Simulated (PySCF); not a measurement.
Molecules (atom-mapped SMILES):
1. `[CH3:1][CH2:2][CH:3]1[CH2:4][CH2:5][CH2:6][CH2:7]1`
2. `[OH:1][B:2]([OH:3])[C@H:4]1[CH:5]=[N:6]1`
3. `[CH3:1][N:2]([CH3:3])[CH2:4][C:5]([F:6])([F:7])[C:8]([F:9])([F:10])[F:11]`
4. `[CH3:1][AsH:2][GeH3:3]`
5. `[CH3:1][CH2:2][CH2:3][CH2:4][CH:5]1[CH2:6][CH2:7]1`
6. `[CH:1]#[C:2][BH:3][C:4]#[C:5][CH3:6]`

Couplings at B3LYP/pcJ-1 (pcSseg-1 on atoms past Ar), PySCF, geometries PBE0-D3(BJ)/def2-SVP, gas phase, one conformer each, non-relativistic. The small spin–dipole term is missing from some H,H and C,H values.

Q: Order these C–H bonds by 1J(C,H), smallest first (hydrogens on one carbon that are equivalent are averaged).
A. molecule 3, H on C4
B. molecule 6, H on C1
C. molecule 2, H on C5
D. molecule 4, H on C1
E. molecule 2, H on C4
F. molecule 1, H on C3
G. molecule 5, H on C5

A: F (130 Hz, sp3 CH in a ring), A (139 Hz, sp3 CH2 bonded to N), D (143 Hz, methyl carbon bonded to As), G (162 Hz, three-membered-ring carbon), E (172 Hz, three-membered-ring carbon), C (257 Hz, C=N carbon), B (265 Hz, terminal alkyne carbon).

One-bond C–H couplings grow with the s character of the carbon hybrid and with electronegative substituents on the carbon.
